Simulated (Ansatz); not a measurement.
Molecular dynamics, step by step

C$_{2}$H$_{4}$Se (SMILES C#C.[SeH2]), singlet, PBE0-D4/def2-SVP (Ansatz 0.2.0). Settings (timestep in fs, temperature in K, friction in 1/fs; T counts 21 degrees of freedom, while the starting velocities carry no drift of the centre of mass, so T starts below the set value):

```yaml
hamiltonian: {xc: pbe0, dispersion: d4}
md: {n_steps: 60, timestep: 0.75, temperature: 1500, ensemble: nvt_langevin, seed: 769, friction: 0.002, initial_velocities: maxwell_boltzmann}
```

Start (the SMILES describes the start alone):

C1  (-0.412, -0.755, -1.522)
C2  (0.304, 0.185, -1.711)
H3  (-1.046, -1.594, -1.352)
H4  (0.945, 1.020, -1.875)
Se5  (0.524, -0.025, 1.845)
H6  (-0.629, 0.753, 1.385)
H7  (0.314, 0.415, 3.231)
(Å)

| step | time (fs) | potential energy less the start (meV) | kinetic energy (meV) | T (K) |
| --- | --- | --- | --- | --- |
| 0 | 0.00 | 0.0 | 1163.3 | 1286 |
| 4 | 3.00 | 208.2 | 1071.0 | 1184 |
| 8 | 6.00 | 579.8 | 748.5 | 827 |
| 12 | 9.00 | 724.4 | 573.8 | 634 |
| 16 | 12.00 | 750.0 | 538.2 | 595 |
| 20 | 15.00 | 490.7 | 763.5 | 844 |
| 24 | 18.00 | 354.9 | 919.4 | 1016 |
| 28 | 21.00 | 247.2 | 1089.3 | 1204 |
| 32 | 24.00 | 349.8 | 1052.4 | 1163 |
| 36 | 27.00 | 477.1 | 821.0 | 907 |
| 40 | 30.00 | 457.8 | 813.9 | 900 |
| 44 | 33.00 | 683.7 | 570.3 | 630 |
| 48 | 36.00 | 705.5 | 544.7 | 602 |
| 52 | 39.00 | 682.6 | 563.0 | 622 |
| 56 | 42.00 | 506.3 | 746.0 | 824 |
| 60 | 45.00 | 308.8 | 907.7 | 1003 |

Step 16, positions (Å) and forces (eV/Å):

```csv
atom,x,y,z,Fx,Fy,Fz
C1,-0.201,-0.951,-1.519,0.467,3.307,-0.062
C2,0.233,0.206,-1.585,1.538,-1.486,-0.518
H3,-1.072,-1.506,-1.416,-1.192,-1.828,0.214
H4,1.044,0.917,-1.792,-0.787,0.020,0.290
Se5,0.511,-0.008,1.840,-0.092,-0.003,-0.759
H6,-0.726,0.623,1.375,0.045,-0.024,-0.971
H7,-0.211,0.328,3.016,0.020,0.014,1.807
```

Step 28, positions (Å) and forces (eV/Å):

```tsv
atom	x	y	z	Fx	Fy	Fz
C1	-0.142	-1.005	-1.509	0.524	2.570	0.178
C2	0.280	0.147	-1.498	0.328	-0.797	-0.651
H3	-0.696	-1.894	-1.411	-0.300	-1.020	0.017
H4	0.799	1.108	-1.634	-0.512	-0.724	0.252
Se5	0.496	0.007	1.839	-0.149	-0.072	0.470
H6	-0.592	0.391	0.890	0.054	-0.121	0.859
H7	-0.197	0.079	3.193	0.056	0.164	-1.126
```

Step 48, positions (Å) and forces (eV/Å):

| atom | x | y | z | Fx | Fy | Fz |
| --- | --- | --- | --- | --- | --- | --- |
| C1 | -0.076 | -1.098 | -1.465 | 2.188 | -2.524 | -0.953 |
| C2 | 0.360 | 0.037 | -1.486 | -1.146 | 0.907 | 0.383 |
| H3 | 0.351 | -2.119 | -1.652 | -1.427 | 0.741 | 0.403 |
| H4 | 0.326 | 1.077 | -1.282 | 0.432 | 0.897 | -0.134 |
| Se5 | 0.470 | 0.028 | 1.842 | -1.300 | -0.217 | 0.138 |
| H6 | -0.731 | -0.107 | 0.962 | 0.677 | 0.053 | 0.138 |
| H7 | -0.515 | -0.142 | 2.950 | 0.576 | 0.143 | 0.024 |

Last step (60):

| atom | x (Å) | y (Å) | z (Å) |
| --- | --- | --- | --- |
| C1 | 0.0930 | -1.1921 | -1.4742 |
| C2 | 0.2702 | 0.0166 | -1.4498 |
| H3 | 0.1556 | -2.3067 | -1.6807 |
| H4 | 0.3937 | 1.0805 | -1.2881 |
| Se5 | 0.4539 | 0.0436 | 1.8451 |
| H6 | -0.6982 | -0.4032 | 1.0737 |
| H7 | -0.5536 | -0.1826 | 2.9818 |

Hardware: 4 CPU threads of an Arm Neoverse V2, shared host. Wall time about 42 s.
